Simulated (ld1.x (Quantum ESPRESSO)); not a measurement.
## In, TM: configuration errors across variants

| Item | Value |
| --- | --- |
| Element | In |
| Generator | ld1.x (Quantum ESPRESSO) 7.5 |
| Type | norm-conserving Troullier–Martins (Kleinman–Bylander form) |
| Functional | LDA (PZ) |
| Relativity | fully relativistic |
| Frozen core | [Kr] |
| Valence charge | 13 |
| Reference configuration | 4d10 5s2 5p1 |
| Partial waves | 5s (bound): rc 2.00 bohr; 5p (bound): rc 2.30 bohr; 4d (bound): rc 1.00 bohr |
| Local potential | all-electron potential smoothed inside 1.05 bohr (lloc = -1) |
| Core correction | none |

Open shells are filled in proportion to 2j + 1 (rel_dist='average').

All-electron excitation energies from the reference (eV): (1) 4d10 5s2 5p0 5.606; (2) 4d10 5s1 5p0 25.267; (3) 4d10 5s0 5p0 54.007; (4) 4d10 5s1 5p1 12.287; (5) 4d10 5s2 5p0.5 2.050; (6) 4d10 5s0 5p3 12.134.

Tests that are not counted but printed errors over 1 eV. “base”: 4d9 5s2 5p1 (solver errors, printed error -39.4 eV). “wave 5p (bound): rc 2.30 bohr becomes 5p (bound): rc 1.56 bohr”: 4d9 5s2 5p1 (solver errors, printed error -39.7 eV). “wave 5p (bound): rc 2.30 bohr becomes 5p (bound): rc 1.70 bohr”: 4d9 5s2 5p1 (solver errors, printed error -39.7 eV). “wave 5p (bound): rc 2.30 bohr becomes 5p (bound): rc 1.98 bohr”: 4d9 5s2 5p1 (solver errors, printed error -1473 eV). “wave 5p (bound): rc 2.30 bohr becomes 5p (bound): rc 2.50 bohr”: 4d9 5s2 5p1 (solver errors, printed error -1117 eV).

A true bound ghost makes a file unfit for plane-wave use even where its test errors are small: the radial tests pick states by their node count and pass the ghost by. Where a test does run into it, the solver fails or the error is huge.

Errors AE − PS in meV (a dash: test not solved or not reliable):

| change | (1) | (2) | (3) | (4) | (5) | (6) | bound ghosts |
| --- | --- | --- | --- | --- | --- | --- | --- |
| base | +0.4 | +8.6 | +17 | +4.7 | +0.1 | +3.2 | s, p3/2, p1/2 |
| wave 5p (bound): rc 2.30 bohr becomes 5p (bound): rc 1.56 bohr | +2.6 | +17 | +32 | -1.0 | +0.3 | -19 | s, p1/2, p3/2 |
| wave 5p (bound): rc 2.30 bohr becomes 5p (bound): rc 1.70 bohr | +1.8 | +13 | +24 | +1.6 | +0.3 | -6.4 | s, p1/2, p3/2 |
| wave 5p (bound): rc 2.30 bohr becomes 5p (bound): rc 1.98 bohr | +0.9 | +9.0 | +17 | +4.7 | +0.2 | +5.4 | s, p1/2, p3/2 |
| wave 5p (bound): rc 2.30 bohr becomes 5p (bound): rc 2.50 bohr | +0.4 | +8.7 | +17 | +4.7 | +0.1 | +2.4 | s, p3/2, p1/2 |
| wave 5p (bound): rc 2.30 bohr becomes 5p (bound): rc 2.74 bohr | +0.3 | +8.0 | +16 | +5.0 | +0.1 | +4.8 | s, p3/2, p1/2 |
| wave 5p (bound): rc 2.30 bohr becomes 5p (bound): rc 3.00 bohr | -0.1 | +5.2 | +9.7 | +6.4 | +0.1 | +12 | s, p3/2, p1/2 |
| wave 5p (bound): rc 2.30 bohr becomes 5p (bound): rc 3.14 bohr | -0.3 | +4.1 | +7.3 | +6.9 | +0.1 | +15 | s, p3/2, p1/2 |
| wave 5p (bound): rc 2.30 bohr becomes 5p (bound): rc 3.46 bohr | -1.7 | -2.7 | -6.4 | +9.7 | -0.1 | +28 | s, p3/2, p1/2 |

(1) Give the same row for: wave 5p (bound): rc 2.30 bohr becomes 5p (bound): rc 2.24 bohr.

Answers

(1) +0.4, +8.5, +17, +4.8, +0.1, +3.7; bound ghosts: s, p3/2, p1/2. Not counted: 4d9 5s2 5p1 (solver errors, printed error -24.6 eV).
